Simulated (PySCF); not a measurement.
## Energy of Ta²⁺ (tantalum, charge +2) between two integer charges

The 5d alpha orbital of [Xe] 4f14 5d3 is emptied in steps (occupation f), with all orbitals relaxed, ending at [Xe] 4f14 5d2. Computed with PySCF 2.14 in def2-SVP with the def2 core potential (60 electrons) (6s3p2d1f, 32 functions), with a scalar-relativistic core potential. The exact energy is a straight line in f; departures are measured from the line between the end points of the same method.

```csv
f,PBE0 (eV),r2SCAN (eV),LC-wPBE (eV)
1,0.000,0.000,0.000
0.8,-0.614,-0.782,-0.159
0.6,-0.923,-1.172,-0.238
0.4,-0.925,-1.170,-0.237
0.2,-0.617,-0.777,-0.157
0,0.000,0.000,0.000
```

| method | E(f=0) − E(f=1) (eV) | −ε at f=1 (eV) | −ε at f=0.4 (eV) |
| --- | --- | --- | --- |
| PBE0 | 24.489 | 20.661 | 25.254 |
| r2SCAN | 24.467 | 19.577 | 25.458 |
| LC-wPBE | 24.367 | 23.373 | 24.571 |

Orbital energy along the path (eV):

```tsv
f	PBE0	r2SCAN	LC-wPBE
1	-20.661	-19.577	-23.373
0.8	-22.178	-21.536	-23.771
0.6	-23.711	-23.499	-24.173
0.4	-25.254	-25.458	-24.571
0.2	-26.800	-27.400	-24.959
0	-28.348	-29.281	-25.347
```

Reference removal energy between the ground levels: 23.1 ± 1.6 eV (theoretical estimate listed by NIST; NIST Atomic Spectra Database, ionization energies). The calculation has no spin-orbit coupling. The determinant left behind need not be the lowest term of the ion.
